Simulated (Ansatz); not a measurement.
Two structures of Si₂H₈SeO, singlet, reached by relaxing down either side of one saddle point (PBE0-D4/def2-TZVP). Energies are electronic, without zero-point energy. Program: Ansatz 0.2.0. Basis: def2-TZVPP and def2-QZVPP. Cores are frozen in the correlated methods. Filled d shells of the heavier atoms are correlated. The def2 sets are not built for correlating such inner shells, so the correlated values are less sure here. Extrapolation: Hartree–Fock as exp(−7.88 √X), correlation as X^−2.97. First:

```
atom    x (Å)    y (Å)    z (Å)
 Si1   0.0723   0.4763   0.1965
  H2   1.0182  -0.1471  -0.7650
  O3  -1.4650   0.1220  -0.2560
 Si4  -2.5320  -1.0474  -0.6483
  H5   0.2064   1.9511   0.1793
  H6   0.3140  -0.0570   1.5612
  H7   3.8419  -0.0567   1.0380
 Se8   3.3554   1.3194   1.1851
  H9  -2.8203  -1.9040   0.5328
 H10  -1.9874  -1.9027  -1.7371
 H11  -3.7872  -0.4040  -1.1079
 H12   3.7837   1.6499  -0.1786
```

Second:

| atom | x (Å) | y (Å) | z (Å) |
| --- | --- | --- | --- |
| Si1 | -0.0631 | 1.3629 | 1.3298 |
| H2 | 1.9099 | -2.6487 | -1.4970 |
| O3 | -1.2170 | 0.7062 | 0.3845 |
| Si4 | -1.4781 | -0.5809 | -0.6050 |
| H5 | -0.2223 | 2.8324 | 1.2734 |
| H6 | -0.1750 | 0.8530 | 2.7168 |
| H7 | 1.9210 | -2.0323 | -1.0746 |
| Se8 | 2.0401 | 0.7722 | 0.6898 |
| H9 | -1.1006 | -1.8449 | 0.0769 |
| H10 | -0.6842 | -0.4359 | -1.8505 |
| H11 | -2.9241 | -0.5980 | -0.9307 |
| H12 | 1.9933 | 1.6138 | -0.5136 |

Which bonds change from the first to the second?

Si₂H₆O ([SiH3][O][SiH3]) + H₂Se → Si₂H₆SeO ([SiH3][O][SiH2][SeH]) + H₂; bonds formed: Si1–Se8, H2–H7; bonds broken: Si1–H2, H7–Se8.

Give the saddle point's structure and its height above each. (Judge from chemistry; the value comes from the calculation.)

The calculation gives: 42.29 kcal/mol above the first and 53.68 kcal/mol above the second (CCSD(T) at an estimated basis limit (MP2 extrapolated from triple and quadruple zeta, plus CCSD(T) − MP2 in triple zeta)).
```
atom    x (Å)    y (Å)    z (Å)
 Si1   0.3773   0.6709   0.4833
  H2   1.1136  -0.4545  -0.6067
  O3  -1.0008   0.2560  -0.3271
 Si4  -2.0561  -0.9697  -0.6008
  H5   0.4464   2.1014   0.1543
  H6   0.2134   0.0457   1.8083
  H7   1.8269  -0.1711  -0.1166
 Se8   2.9039   0.8206   1.1835
  H9  -2.4074  -1.6441   0.6770
 H10  -1.4390  -1.9646  -1.5171
 H11  -3.2756  -0.4049  -1.2245
 H12   3.2974   1.7143   0.0862
```

No T1 diagnostic of these runs exceeds 0.012.

Labels in which every atom is bracketed show which atoms are joined, not bond orders.

For scale, one of the runs: CCSD(T)/def2-TZVPP, 275 basis functions, launched by `ansatz run in.yaml --threads 8 --pin off --events-out ev --progress --plain --max-ram 19148MiB`. Hardware: 8 CPU threads of an Arm Neoverse V2, shared host. Wall time 2.7 min; peak host memory 7.1 GiB.
